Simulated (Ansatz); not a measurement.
System: C$_{2}$H$_{9}$Si$_{2}$ (charge 0, doublet). It need not be the lowest isomer of its formula. 
Geometry from a B3LYP-D3(BJ)/def2-TZVP (Ansatz, a quantum-chemistry and plane-wave program) optimisation:
SMILES: C[SiH](C)[SiH2]
```xyz
13

C      1.8717    -0.7089     0.2315
Si     0.1926    -0.2861    -0.5025
C     -0.9998    -1.7296    -0.2898
Si    -0.6131     1.6682     0.4984
H      1.7925    -0.8838     1.3065
H      2.2741    -1.6147    -0.2276
H      2.5881     0.0986     0.0735
H      0.3431     0.0011    -1.9540
H     -1.9758    -1.5036    -0.7216
H     -0.6072    -2.6219    -0.7845
H     -1.1436    -1.9623     0.7670
H     -0.7064     1.6029     1.9830
H     -1.9098     2.1653    -0.0351
```
Charge 0, spin multiplicity 2.

Quantity: atomisation energy (electronic, to ground-state atoms), in kcal/mol. Cores are frozen in the correlated levels unless marked. Open shells are spin-unrestricted. No spin-orbit coupling. No relativistic terms. The coupled-cluster limit lacks core correlation, which all-electron functionals hold. CBS marks a two-point X^-3 extrapolation of the correlation energy; Hartree-Fock from the larger set.

```tsv
level	program	atomisation energy (kcal/mol)
HF/aug-cc-pV(T+d)Z	Ansatz	807.7
HF/cc-pV(Q+d)Z	Ansatz	809.3
PBE-D3(BJ)/def2-TZVPD	Ansatz + dftd3	1054.7
PBE-D4/def2-TZVPD	Ansatz + dftd4	1054.5
r2SCAN/def2-TZVPD	Ansatz	1052.6
r2SCAN-D3(BJ)/def2-TZVPD	Ansatz + dftd3	1054.6
B3LYP/def2-TZVPD	Ansatz	1040.3
```

Task: Estimate the value at CCSD(T)/CBS(cc-pV(T+d)Z,cc-pV(Q+d)Z) as computed with Ansatz.

Result: 1051.0 kcal/mol, so B3LYP/def2-TZVPD differs from it by -10.7 kcal/mol.
